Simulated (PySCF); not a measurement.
Calculation: TPSSh-D3(BJ)/def2-TZVP // CAM-B3LYP-D3(BJ)/def2-TZVP in PySCF. Gas-phase values, no solvent. One relaxed conformer stands for a flexible species; it need not be the lowest. 

Reference species (SMILES): `[F][Sn]([F])([F])[F]` (neutral, multiplicity 1).

HOMO: -11.25 eV
HOMO–LUMO gap: 7.19 eV

Changed species: `[NH2][Sn]([NH2])([F])[F]` (2 of 4 F replaced by NH2; the reference has 0 of 4 F replaced by NH2).

Task: Give the shifts of the HOMO and HOMO–LUMO gap.

Result: the HOMO goes up by 3.86 eV, to -7.39 eV; the HOMO–LUMO gap falls by 1.65 eV, to 5.54 eV.
